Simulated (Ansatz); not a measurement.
Consider the isomerisation: `S=C[SiH2]S` → `C[SiH]1SS1`.

Calculated with Ansatz (gas phase, PBE0-D4/def2-TZVP geometries, no zero-point term in ΔE). CCSD(T)/CBS is the MP2 limit (def2-TZVPP, def2-QZVPP) plus CCSD(T) − MP2 in def2-TZVPP, frozen cores. Functionals use def2-TZVPP. HSE06 is defined as in plane-wave codes. One conformer a species, not always the lowest.

`S=C[SiH2]S`:

```xyz
8

S    -0.383    2.471    0.310
C    -0.128    1.152   -0.580
Si    0.624   -0.415    0.127
S    -0.837   -1.973    0.090
H    -0.435    1.149   -1.631
H     1.113   -0.123    1.493
H     1.709   -0.910   -0.758
H    -1.664   -1.350    0.948
```

`C[SiH]1SS1`:

```xyz
8

C    -0.053    0.363   -1.075
Si    0.251    0.008    0.715
S     0.236   -1.977    1.398
S    -1.340   -0.614    1.936
H    -0.416    1.386   -1.203
H     0.874    0.258   -1.645
H    -0.795   -0.332   -1.470
H     1.243    0.907    1.343
```

(1) Is it downhill or uphill in electronic energy at CCSD(T)/CBS, and by how much? (Best estimate.)

(2) What do these levels give: revPBE-D4, BLYP-D4, PBE0-D4, r2SCANh-D4, BHLYP-D4, CAM-B3LYP-D4, ωB97X-V, B2PLYP, HSE06, RPA@PBE/def2-TZVPP, CCSD(T)/def2-SVP, CCSD/CBS(def2)? (Estimate.)

Largest T1 diagnostic among the species: 0.014.

## Answers

(1) Ansatz gave: Downhill: ΔE = -134.0 kJ/mol.

(2) Ansatz gave: revPBE-D4 -141.4, BLYP-D4 -119.2, PBE0-D4 -152.0, r2SCANh-D4 -149.7, BHLYP-D4 -132.1, CAM-B3LYP-D4 -129.5, ωB97X-V -139.8, B2PLYP -128.4, HSE06 -151.2, RPA@PBE/def2-TZVPP -115.1, CCSD(T)/def2-SVP -93.6, CCSD/CBS(def2) -133.5 kJ/mol.

Leaving LDA and LC-ωPBE aside and taking each functional with its dispersion term where it has one, the values, not all of them listed here, spread over 34.0 kJ/mol, from r2SCAN0-D4 to BLYP-D4. LDA lies −13.4 kJ/mol from PBE without D4. From r2SCAN to r2SCAN0 (25 % exact exchange), in def2-TZVPP and without D4, ΔE moves by −5.9 kJ/mol.
